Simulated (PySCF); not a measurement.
Can point charges reproduce the dipole moment of `CC[C@@H](C(=O)Cl)[C@H](C)OC`?

Coordinates (GFN2-xTB, Å) and charges (e) from the PBE0/pcSseg-1 density (PySCF):

| atom | x | y | z | Mulliken | IAO | Hirshfeld | ESP-fitted |
| --- | --- | --- | --- | --- | --- | --- | --- |
| C1 | -2.695 | -1.160 | -0.157 | -0.2474 | -0.4209 | -0.1202 | -0.3863 |
| C2 | -1.247 | -1.036 | 0.298 | -0.2113 | -0.2435 | -0.0663 | +0.3452 |
| C3 | -0.636 | 0.321 | -0.093 | -0.2862 | -0.1591 | -0.0381 | -0.3731 |
| C4 | -1.340 | 1.391 | 0.681 | +0.2853 | +0.3640 | +0.1949 | +0.4091 |
| O5 | -1.349 | 1.543 | 1.856 | -0.2933 | -0.3547 | -0.1939 | -0.3550 |
| Cl6 | -2.260 | 2.503 | -0.346 | -0.1102 | -0.0994 | -0.0519 | -0.1492 |
| C7 | 0.871 | 0.365 | 0.254 | +0.0299 | +0.1060 | +0.0531 | +0.4643 |
| C8 | 1.476 | 1.715 | -0.139 | -0.1860 | -0.4385 | -0.1301 | -0.5557 |
| O9 | 1.485 | -0.703 | -0.440 | -0.5206 | -0.3968 | -0.1274 | -0.3443 |
| C10 | 2.662 | -1.189 | 0.154 | -0.0219 | -0.1995 | -0.0377 | -0.1995 |
| H11 | -3.079 | -2.149 | 0.083 | +0.1220 | +0.1471 | +0.0455 | +0.0873 |
| H12 | -3.322 | -0.423 | 0.338 | +0.1241 | +0.1390 | +0.0314 | +0.1119 |
| H13 | -2.772 | -1.013 | -1.231 | +0.1143 | +0.1404 | +0.0399 | +0.0889 |
| H14 | -0.641 | -1.813 | -0.168 | +0.1424 | +0.1542 | +0.0385 | -0.0285 |
| H15 | -1.186 | -1.150 | 1.383 | +0.1257 | +0.1393 | +0.0371 | -0.0314 |
| H16 | -0.749 | 0.473 | -1.168 | +0.1430 | +0.1547 | +0.0400 | +0.1265 |
| H17 | 0.982 | 0.215 | 1.340 | +0.1074 | +0.1199 | +0.0322 | +0.0149 |
| H18 | 0.989 | 2.518 | 0.407 | +0.1299 | +0.1487 | +0.0389 | +0.1541 |
| H19 | 1.350 | 1.879 | -1.206 | +0.1198 | +0.1480 | +0.0414 | +0.1465 |
| H20 | 2.538 | 1.736 | 0.092 | +0.1216 | +0.1446 | +0.0431 | +0.1531 |
| H21 | 2.980 | -2.035 | -0.452 | +0.1235 | +0.1607 | +0.0525 | +0.1419 |
| H22 | 2.478 | -1.524 | 1.181 | +0.0941 | +0.1235 | +0.0386 | +0.0766 |
| H23 | 3.459 | -0.437 | 0.165 | +0.0937 | +0.1224 | +0.0384 | +0.1025 |

Problem. What dipole does each set of charges give (1 e·Å = 4.803 D), and what does the density give?

Solution. The full density gives (2.12, -1.80, -0.56) D, 2.84 D in size; dipole vectors point from the negative to the positive end.

```csv
scheme,μx,μy,μz,size (D),share of the full size (%),angle to the full dipole (°)
Mulliken,2.27,-1.19,-0.10,2.56,90,15
IAO,2.09,-1.54,-0.55,2.65,94,4
Hirshfeld,1.34,-0.97,-0.58,1.75,62,9
ESP-fitted,2.17,-1.83,-0.49,2.88,102,2
```

Problem. Which set comes closest?

Solution. Length of the difference vector: ESP-fitted 0.10 D, IAO 0.26 D, Mulliken 0.77 D, Hirshfeld 1.14 D. Closest: ESP-fitted. ESP charges are fitted to the potential around the molecule, whose slowest-falling term is the dipole's. 

Problem. What is left for the Hirshfeld atoms' own dipoles?

Solution. The shares of the density sum to the whole, so what Σ q r misses lies in dipoles about the nuclei. The atomic dipoles sum to (2.12, -1.80, -0.56) − (1.34, -0.97, -0.58) = (0.78, -0.83, 0.02) D, 1.14 D in size.

Problem. With the origin at the mean of the coordinates, (0.000, 0.001, 0.123) Å, which are the largest single terms, by size, of the ESP-fitted dipole along the direction of the full one?

Solution. O5 +3.97, C4 -3.92, O9 -2.76, C10 -2.62, H21 +2.48 D; all 23 atoms together +2.88 D. The single terms depend on the origin, their sum doesn't.

Problem. Give the size of the full dipole in other units.

Solution. 2.84 D = 1.116 au = 0.590 e·Å = 9.46 × 10⁻³⁰ C·m.

Geometry: GFN2-xTB, one conformer, isolated molecule.

The run behind these numbers computed NMR shieldings as well. Hardware: an Arm Neoverse V2 with one thread, no GPU, on a shared host. Cost: 45 s wall, 1.1 GiB resident at most.

The values belong to the conformer `[CH3:1][CH2:2][C@@H:3]([C:4](=[O:5])[Cl:6])[C@H:7]([CH3:8])[O:9][CH3:10]`: C1–C2–C3–C4 67°, C2–C3–C4–O5 64°, C2–C3–C7–C8 180°, C3–C7–O9–C10 -154°.
